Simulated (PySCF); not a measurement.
Ionisation of `[SiH3]N([SiH3])[SiH3]` (H9NSi3)

System: `[SiH3]N([SiH3])[SiH3]` (H9NSi3). Non-hydrogen atoms are numbered in `[SiH3:1][N:2]([SiH3:3])[SiH3:4]`.

Computed at ωB97X-D3(BJ)/ma-def2-TZVP // PBE0-D3(BJ)/def2-SVP with PySCF (density fitting, grid level 2). Thermal corrections: PBE0-D3(BJ)/def2-SVP frequencies, unscaled, ideal gas at 298.15 K and 1 bar, quasi-RRHO entropy.

Frontier levels of the parent: HOMO -10.06 eV, LUMO 1.05 eV.

Oxidation to the radical cation:
```
Vertical ionisation energy (electronic)              : 9.72 eV
Adiabatic ionisation energy (with zero-point energy) : 9.23 eV
Adiabatic, electronic part                           : 9.29 eV
Vertical gap at the product's structure              : 8.64 eV
Inner reorganisation energy (four-point)             : 1083 meV
Relaxation of product / of parent                    : 426 / 657 meV
⟨S²⟩ of the product                                  : 0.756
Largest spin populations                             : N2 0.89
Largest changes of atomic charge                     : N2 0.44
Distances that move most (Å)                         : N2–Si3 1.753 → 1.832; N2–Si4 1.754 → 1.832; Si1–N2 1.754 → 1.832; Si3–H 1.495 → 1.481
```

Measured values (NIST Chemistry WebBook, evaluated or the median of agreeing entries): vertical ionisation energy 9.70 eV (computed 9.72, difference 0.02).
